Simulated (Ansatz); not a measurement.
Program: Ansatz. Geometries: PBE0-D4/def2-TZVP. ΔE: electronic, gas phase. CBS: MP2 limit from def2 TZ/QZ plus the TZ coupled-cluster correction, frozen cores. Functionals use def2-TZVPP. For Ga outer-core shells are correlated without core-valence functions, which leaves a few kJ/mol of doubt a bond. Scalar relativity is left out up to krypton. Each species was taken in one conformer, which may not be the lowest.

Consider the formal exchange of groups at a Ga–O bond: `[BH2][GaH][OH]` + `CCCCl` → `[BH2][GaH2]` + `CCC(O)Cl`.

| level | ΔE (eV) |
| --- | --- |
| r2SCAN-D4 | 1.24 |
| r2SCAN | 1.25 |
| HF/def2-SVP | 1.17 |
| HF/CBS(def2) | 1.32 |

Question: What does CCSD(T)/CBS give? (Estimate.)

Answer: The calculation gave: +1.36 eV. The listed levels differ from it by -0.12, -0.11, -0.19, -0.04 eV.

Question: What do rigid-rotor, harmonic-oscillator terms from PBE0-D4/def2-TZVP frequencies (298.15 K, 1 bar) make of the CCSD(T)/CBS value? (An estimate is asked.)

Answer: Computed: ΔZPE = -0.08 eV, ΔH = +1.27 eV, ΔS = -15 J/(mol·K), ΔG = +1.32 eV.

Largest T1 diagnostic among the species: 0.015.

At CCSD(T), def2-SVP lies −0.14 eV from the extrapolated value and def2-TZVPP −0.02 eV. In def2-TZVPP, CCSD(T) changes the Hartree–Fock value by +0.03 eV (the triples alone add −0.00 eV) and MP2 by +0.12 eV. Leaving LDA and LC-ωPBE aside and taking each functional with its dispersion term where it has one, the values, not all of them listed here, spread over 0.17 eV, from B97M-V to B2PLYP. LDA lies −0.15 eV from PBE without D4.
